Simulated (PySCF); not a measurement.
**Identify the compound**

Molecular formula: C$_{4}$H$_{12}$S$_{3}$Si. Simulated spectra:

¹H NMR (600 MHz, computed): δ 1.93 (s, 9H), 0.46 (s, 3H).

¹³C{¹H} NMR (computed): δ 12.5 (CH3, 3C), 0.8 (CH3).

Computed data (PySCF 2.14): GIAO CAM-B3LYP/pcSseg-1 shieldings, geometry: PBE0-D3(BJ)/def2-SVP. Isolated molecule, no relativistic terms, single conformer, rapidly exchanging positions averaged.

References, each an isolated molecule treated in the same way: TMS for ¹H (σref 31.33) and ¹³C (σref 182.45).

Deduce the structure.

## Answers


- Rings plus π bonds: 0.
- 2 carbon signals for 4 carbons: some carbons are equivalent by symmetry or fast rotation.
- Carbon types of the structure: 4 × CH3, which accounts for all hydrogens.
- δC 12.5: methyl carbon bonded to S.
- δC 0.8: methyl carbon bonded to Si; an electropositive neighbour leaves it electron-rich and shielded.
- δH 1.93: hydrogen on a methyl carbon bonded to S.
- δH 0.46: hydrogen on a methyl carbon bonded to Si; an electropositive neighbour shields it, as in TMS itself.

Structure: SMILES S(C)[Si](C)(SC)SC.

This is the structure that produced the data.

Shifts are as computed, not scaled to solution data. Of 1211 compounds with measured shifts, 218 miss one by over three times the rms of a fit or turn the order of signals round; such compounds aren't used in these exercises. Multiplicities follow the n + 1 count of equivalent neighbours, as no J values were calculated; m marks all less simple cases, F and P coupling included.
